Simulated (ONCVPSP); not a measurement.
**Varying the ONCV potential for barium (Ba)**

Base potential:

| Property | Result |
| --- | --- |
| Element | Ba (Z = 56) |
| Generator | ONCVPSP 4.0.1 |
| Type | optimised norm-conserving Vanderbilt (ONCV) |
| Functional | PBE |
| Relativity | scalar-relativistic |
| Frozen core | [Kr] 4d10 |
| Valence charge | 10 |
| Reference configuration | 5s2 5p6 6s2 |
| Partial waves | 5s+6s: rc 3.10 bohr, ncon 5, nbas 8, qcut 3 1/bohr, 2 projectors; 5p: rc 2.05 bohr, ncon 3, nbas 6, qcut 4.3 1/bohr, 2 projectors, debl 1.3 Ha; d scattering state at 0.24 Ha: rc 3.30 bohr, ncon 4, nbas 9, qcut 2.7 1/bohr, 3 projectors, debl 1.6 Ha |
| Local potential | polynomial inside 1.70 bohr (lpopt 3, dvloc0 0 Ha) |
| Core correction | none |

In the d channel the program set the typed energies aside and used -0.074, 1.526, 3.126 Ha.

All-electron outer shells of the reference configuration (PBE, scalar-relativistic, ld1.x):

| shell | level (eV) | outermost node (bohr) | outermost maximum (bohr) |
| --- | --- | --- | --- |
| 5s | -33.67 | 0.80 | 1.47 |
| 5p | -18.74 | 0.86 | 1.67 |
| 6s | -3.23 | 1.97 | 4.16 |

Cutoffs, loose and tight: the cutoffs (Ha) at which the residual kinetic energy of the hardest occupied pseudo-wave falls to 1 and 0.1 mHa per electron. They do not see the model core or the augmentation charge, which bear on the density cutoff. Test errors are all-electron minus pseudo excitation energies from the reference, over the configurations 5s2 5p6 6s1; 5s2 5p6 6s0; 5s2 5p6 6s1.5; 5s2 5p6 6s0 6p1. A dash means not determined; rows that change the core or the reference have their own tests.

1 further variants are left out, since the program set their typed debl aside.

| change | outcome | cutoff, loose | cutoff, tight | bound ghosts | GHOST(+) flags above zero | largest test error (meV) |
| --- | --- | --- | --- | --- | --- | --- |
| base | generated, projector energies reset by the program | 8.6 Ha | 25 Ha | none | s, d | -4.4 |
| core correction Teter function, fcfact 2.25, rcfact 1.2 | generated, projector energies reset by the program | 8.6 Ha | 25 Ha | none | s, d | -5.7 |
| local potential polynomial inside 1.70 bohr (lpopt 3, dvloc0 2.5 Ha) | generated, projector energies reset by the program | 8.6 Ha | 25 Ha | none | none | -4.4 |
| d: nproj 1 | generated, projector energies reset by the program | 8.6 Ha | 25 Ha | none | s | -4.4 |
| s: qcut 3.2 | generated, projector energies reset by the program | 8.6 Ha | 25 Ha | none | d | -4.2 |

What comes out with this change to the base: p: rc 1.88?

outcome: generated, projector energies reset by the program; cutoff, loose: 11 Ha; cutoff, tight: 32 Ha; bound ghosts: none; GHOST(+) flags above zero: s, d; largest test error (meV): -4.6.

What comes out with this change to the base: all radii scaled by about 1.10 (s 3.42, p 2.26, d 3.64 bohr); local potential polynomial inside 1.88 bohr (lpopt 3, dvloc0 0 Ha)?

outcome: generated, projector energies reset by the program; cutoff, loose: 6.5 Ha; cutoff, tight: 10 Ha; bound ghosts: none; GHOST(+) flags above zero: d; largest test error (meV): -4.5.
